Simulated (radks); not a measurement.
Ni, 28 electrons, occupied as [Ar] 3d8 4s1 4p1 (not the ground configuration). All-electron calculation, Dirac Kohn-Sham, PBEsol, spin-unpolarised, spherical densities, finite nucleus; open shells fill j = l - 1/2 first; Fermi nuclear charge, rms radius 3.7757 fm. Program: a radial shooting solver on a logarithmic mesh with Libxc functionals. Some entries of the table are withheld. Estimate them.

orbital,occ.,eigenvalue (eV),r(max) (bohr)
1s1/2,2,-8204.157,0.03542
2s1/2,2,(1),0.2048
2p1/2,2,(2),0.1631
2p3/2,4,(3),0.1657
3s1/2,2,-112.6528,(4)
3p1/2,2,(5),0.6420
3p3/2,4,(6),0.6498
3d3/2,4,-10.9060,0.6277
3d5/2,4,-10.6651,0.6306
4s1/2,1,(7),2.191
4p1/2,1,-2.1315,2.986
4p3/2,0,-2.0663,3.031

Answer. 
(1) 2s1/2 eigenvalue (eV): -982.3027
(2) 2p1/2 eigenvalue (eV): -857.3471
(3) 2p3/2 eigenvalue (eV): -839.8892
(4) 3s1/2 r(max) (bohr): 0.6399
(5) 3p1/2 eigenvalue (eV): -74.6312
(6) 3p3/2 eigenvalue (eV): -72.4229
(7) 4s1/2 eigenvalue (eV): -6.8607
